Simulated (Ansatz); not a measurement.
Cl$_{3}$H$_{3}$OSiTi (`[SiH3][O][Ti]([Cl])([Cl])[Cl]`), relaxed with RKS PBE0-D4/def2-TZVP in Ansatz from a PBE-D4/def2-SVP geometry. The force threshold is 0.005 eV/Å; the program also tests the step.

The species carries charge 0 and has multiplicity 1.

Start:

```xyz
9

Si   -0.427   -0.661    1.617
O    -0.052    0.005    0.101
Ti    0.385    0.616   -1.480
Cl    1.949    2.131   -1.240
Cl   -1.391    1.495   -2.414
Cl    1.129   -1.053   -2.689
H    -1.698   -0.030    2.104
H     0.706   -0.361    2.553
H    -0.599   -2.141    1.449
```

Task: How much energy does the relaxation release, and in how many steps? (An estimate is asked.)

Result: Ansatz gave: 3.58 kJ/mol, in 23 steps, 3 of them rejected.

Task: Which bonds change most? (Best estimate.)

Result: Ansatz gave: Si1–O2 from 1.698 to 1.659 Å; Si1–H9 from 1.500 to 1.482 Å; Si1–H8 from 1.500 to 1.482 Å; Si1–H7 from 1.500 to 1.482 Å.

Task: Give the relaxed structure. (Estimate.)

Result: The calculation gave: 
```xyz
9

Si   -0.423   -0.652    1.597
O    -0.026   -0.047    0.104
Ti    0.387    0.596   -1.462
Cl    2.078    1.954   -1.240
Cl   -1.336    1.668   -2.257
Cl    0.919   -1.056   -2.781
H    -1.819   -0.259    1.899
H     0.512   -0.076    2.593
H    -0.292   -2.127    1.547
```
